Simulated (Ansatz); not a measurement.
F2Zn (SMILES [F][Zn][F]) moved off its minimum; all values from Ansatz (a program for electronic structure), cores frozen in correlated methods.
(charge 0, multiplicity 1)
```xyz
3

Zn    -0.00747    -0.04835    -0.01167
F      0.02557    -0.03953     1.74820
F     -0.02800    -0.01108    -1.69270
```

Question: Give the forces (eV/Å), the total energy and the dipole at CCSD(T)/def2-TZVPPD.

Answer: 
```csv
atom,Fx,Fy,Fz
Zn1,0.044,0.023,2.171
F2,-0.018,-0.030,-0.587
F3,-0.026,0.007,-1.584
```
Energy -1977.8228 hartree, dipole 0.34 D.
